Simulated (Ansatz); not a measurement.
This geometry of CH₄OSiTe (8 atoms, charge 0, multiplicity 1) is a first-order saddle point.

Theory: RKS PBE-D4/def2-SVP in Ansatz 0.2.0.

```xyz
8
Properties=species:S:1:pos:R:3
Te -1.777 1.138 -0.905
C -0.031 0.441 0.243
O -0.339 -0.523 1.274
Si 0.692 -1.242 0.084
H -1.106 2.670 -1.093
H 0.549 1.320 0.588
H 2.060 -1.611 0.563
H 0.044 -2.250 -0.809
```

(1) Which two structures does it join? (They come from a converged band through this point; their orientation in space is the band's.)

(2) How far does it lie above each of them?

Results:

(1) No bond is made or broken. The dihedral H5–Te1–C2–O3 goes from -76 to 73°.

Image 0:

```xyz
8
Properties=species:S:1:pos:R:3
Te -1.215 1.993 -0.541
C 0.222 0.695 0.469
O -0.299 -0.335 1.352
Si 0.537 -1.058 0.029
H -1.645 0.809 -1.658
H 0.992 1.343 0.933
H 1.802 -1.778 0.370
H -0.301 -1.727 -1.011
```

Image 10:

```xyz
8
Properties=species:S:1:pos:R:3
Te -1.096 1.358 -1.434
C 0.133 0.511 0.157
O -0.484 -0.451 1.051
Si 0.693 -1.237 0.071
H -1.968 2.323 -0.362
H 0.712 1.300 0.674
H 1.919 -1.708 0.781
H 0.183 -2.152 -0.994
```

(2) 1.6 kcal/mol above the first and 2.2 kcal/mol above the second. This is the barrier of this one path; another mechanism may lie lower.

Time of the run: 3.4 min on 2 threads of Arm Neoverse V1, with other jobs on the host, peak memory 0.13 GiB.
